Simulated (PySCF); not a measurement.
Harmonic spectrum computed at PBE0 in the def2-TZVP basis family (core potentials from Rb on, PySCF, no spin–orbit coupling):

| ω (cm⁻¹) | IR (km/mol) |
| --- | --- |
| 1182 | 2.9 |
| 2596 | 69.3 |
| 2599 | 96.3 |

Question: Which molecule gave it? In each, all ligands are bound to the one heavy central atom.
A. GeH₂⁺ (doublet)
B. AlH₂⁺ (singlet)
C. H₂S⁺ (doublet)
D. AsH₂⁺ (singlet)

Answer: C. It has C2v symmetry with S–H 1.363 Å (×2).
